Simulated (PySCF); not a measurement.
Highest orbital energy against ionisation energy along group 15

Calculated with PySCF 2.14, no spin-orbit coupling. Each cell gives −ε(HOMO) / ΔSCF in eV; NIST values include spin-orbit coupling, (s) semi-empirical, (t) theoretical.

```tsv
species	UHF	LDA	PBE	PBE0	r2SCAN	NIST (lowest levels)
N⁺ (aug-cc-pVTZ-DK, spin-free X2C)	30.358 / 29.186	21.993 / 30.034	22.014 / 29.881	24.232 / 29.892	22.786 / 30.121	29.601 (s)
P⁺ (aug-cc-pVTZ-DK, spin-free X2C)	19.713 / 19.152	14.905 / 19.805	14.975 / 19.771	16.321 / 19.807	15.400 / 19.937	19.769 (s)
As⁺ (aug-cc-pVTZ-DK, spin-free X2C)	18.440 / 17.979	14.036 / 18.652	14.009 / 18.495	15.287 / 18.552	14.439 / 18.714	18.589
Sb⁺ (aug-cc-pVTZ-DK3, spin-free X2C)	16.391 / 16.003	12.628 / 16.662	12.554 / 16.466	13.683 / 16.531	12.927 / 16.640	16.626 ± 0.025
Bi⁺ (aug-cc-pVTZ-DK3, spin-free X2C)	15.685 / 15.330	12.118 / 16.004	12.004 / 15.778	13.091 / 15.841	12.365 / 15.921	16.703
```

**Question.** How far is −ε(HOMO) from ΔSCF on average for each method, and why?

**Answer.** UHF 0.59 eV; LDA -5.10 eV; PBE -4.97 eV; PBE0 -3.60 eV; r2SCAN -4.68 eV. Hartree-Fock orbital energies lack relaxation and so exceed the ΔSCF value; semilocal functionals have convex E(N) from self-interaction, so their HOMO lies far too high; exact exchange moves hybrids part of the way back.
